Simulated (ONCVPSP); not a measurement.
Before and after: ONCV potential for titanium

ONCVPSP 4.0.1 input, shortened (lines: element, Z, core and valence counts, functional; n l f; lmax; l rc ep ncon nbas qcut; lloc lpopt rc5 dvloc0; l nproj debl; icmod fcfact rcfact), LDA (Perdew-Wang 92), scalar-relativistic:

```
  Ti 22.00    3    4  -001012      upf
    1    0    2.00
    2    0    2.00
    2    1    6.00
    3    0    2.00
    3    1    6.00
    3    2    2.00
    4    0    2.00
    2
    0    1.45    0.00    4    9   10.50
    1    1.60    0.00    3    6    8.10
    2    2.20    0.00    4    9    8.60
    4    1    1.35    6.00
    0    2    0.50
    1    2    1.00
    2    2    1.90
    3    2.50    1.10
```

In the p channel the program set the typed energies aside and used -1.426, 0.250 Ha.

Change: p: qcut 5.1.

Cutoffs: the cutoffs (Ha) at which the residual kinetic energy of the hardest occupied pseudo-wave falls to 1 and 0.1 mHa per electron; they do not see the model core or the augmentation charge, which bear on the density cutoff. Errors are all-electron minus pseudo energies relative to the spin-unpolarised reference configuration.

Q: Predict the effect on cutoff, ghosts and configuration errors.

A: The potential gets harder (31 Ha and 38 Ha → 36 Ha and 62 Ha); the errors of the 4 common tests hardly move; neither file shows a bound ghost.

```tsv
quantity	base	changed
cutoff, loose	31 Ha	36 Ha
cutoff, tight	38 Ha	62 Ha
loose cutoff by channel	s 31 Ha, p 20 Ha, d 23 Ha	s 31 Ha, p 36 Ha, d 23 Ha
bound ghosts	none	none
GHOST(+) flags under 300 eV	none	none
error for 3s2 3p6 3d2 4s1, meV [ΔE 7.53 eV]	+0.3	+0.3
error for 3s2 3p6 3d2 4s0, meV [ΔE 21.32 eV]	+1.9	+1.8
error for 3s2 3p6 3d1 4s0, meV [ΔE 48.52 eV]	+104	+96
error for 3s2 3p6 3d1 4s2, meV [ΔE 9.98 eV]	+100	+95
s: phases at 1.47 bohr within 0.05 rad from the reference energy up to (Ha; the scan ends near 5)	to the end of the scan	to the end of the scan
p: phases at 1.62 bohr within 0.05 rad from the reference energy up to (Ha; the scan ends near 5)	to the end of the scan	to the end of the scan
d: phases at 2.24 bohr within 0.05 rad from the reference energy up to (Ha; the scan ends near 5)	4.7	4.7
rms error of d²Exc/dni dnj with the model core, mHa	1.71	1.64
```
